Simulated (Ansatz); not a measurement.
The pair A = PH3 (SMILES P) (first 4 atoms), B = AsH3 (SMILES [AsH3]); geometry from B3LYP-D3(BJ)/def2-TZVP.
(charge 0, multiplicity 1):
```xyz
8

P     -0.5518     0.1766     0.2743
H      0.7162    -0.4564     0.2556
H     -1.2642    -1.0484     0.2453
H     -0.5941     0.3428    -1.1351
As    -0.4515    -0.2415     3.8900
H     -1.8152     0.4360     3.9278
H      0.2822     1.0922     3.9484
H     -0.4163    -0.4018     5.4082
```

Frozen-core correlation. Filled d and f shells under p-block atoms count as core. MP2 and its Hartree–Fock in def2-QZVPPD are density fitted.

The values were computed with Ansatz (Gaussian orbitals). Each number belongs to the level named beside it.

The counterpoise-corrected interaction energy is E(AB) − E(A in the pair's basis) − E(B in the pair's basis). Total energies (hartree):

```
level                           AB  A in the pair's basis  B in the pair's basis
-------------------  -------------  ---------------------  ---------------------
HF/def2-TZVPPD       -2578.4145613           -342.4841778          -2235.9318441
MP2/def2-TZVPPD      -2578.7474749           -342.6554530          -2236.0901495
HF/def2-QZVPPD       -2578.4696916           -342.4941525          -2235.9769869
MP2/def2-QZVPPD      -2578.8247729           -342.6769543          -2236.1456173
CCSD(T)/def2-TZVPPD  -2578.8152570           -342.6908074          -2236.1230553
```

### Question
Work out the counterpoise-corrected interaction energy at the basis-set limit: extrapolate the MP2 correlation part as X⁻³, take Hartree–Fock from the larger set, and add the CCSD(T) − MP2 difference of def2-TZVPPD.

### Answer

1. Differences (1 hartree = 627.509 kcal/mol): HF/def2-TZVPPD 0.917; MP2/def2-TZVPPD -1.175; HF/def2-QZVPPD 0.909; MP2/def2-QZVPPD -1.381; CCSD(T)/def2-TZVPPD -0.875.
2. Correlation parts, MP2 less HF: -2.091 in def2-TZVPPD (X = 3), -2.290 in def2-QZVPPD (X = 4).
3. Limit (4³·(-2.290) − 3³·(-2.091))/(4³ − 3³) = -2.435; with HF/def2-QZVPPD it gives -1.526.
4. CCSD(T) less MP2 in def2-TZVPPD: 0.300.
Result: -1.23 kcal/mol, against -1.17 at MP2/def2-TZVPPD. It is an estimate of this method's limit, not of the exact value.

Ansatz is an electronic-structure program.
